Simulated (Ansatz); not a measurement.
**Abstraction of F: SnH2F2 + C2HF4O → SnH2F + C2HF5O**

Species: SnH2F2 `[F][SnH2][F]`, singlet; C2HF4O `F[C](F)OC(F)F`, doublet; SnH2F `[F][SnH2]`, doublet; C2HF5O ((difluoromethoxy)(trifluoro)methane) `FC(F)OC(F)(F)F`, singlet. A radical takes F: the energy is the difference in strength between the Sn–F bond broken and the C–F bond made.

Shapes, held fixed at every level: PBE0-D4/def2-TZVP. Flexible molecules stand in one conformer, not always the lowest. Programs: Ansatz 0.2.0. Electronic energies: no zero-point or thermal term.

| level | kind | ΔE (kJ/mol) | less CCSD(T)/def2-TZVPP |
| --- | --- | --- | --- |
| PBE-D4/def2-TZVPP | GGA | -39.7 | +4.9 |
| B3LYP-D4/def2-TZVPP | global hybrid | -36.3 | +8.3 |
| PBE0-D4/def2-TZVPP | global hybrid | -45.3 | -0.7 |
| wB97X-V/def2-TZVPP | range-separated hybrid | -38.7 | +5.9 |
| MP2/def2-TZVPP | perturbation theory | -42.7 | +1.9 |
| CCSD/def2-TZVPP | coupled cluster or CI | -44.2 | +0.4 |
| CCSD(T)/def2-TZVPP | coupled cluster or CI | -44.6 | 0.0 |

The highest level, CCSD(T)/def2-TZVPP, gives ΔE = -44.6 kJ/mol; the levels span -45.3 to -36.3. The column of differences is taken from that level and isn't an error. No measured value is set beside it here. Open shells run unrestricted unless RO is named. For atoms past krypton def2 sets carry core potentials with scalar relativity. Correlated rows may include outer-core shells of Sn, which these sets cover unevenly.
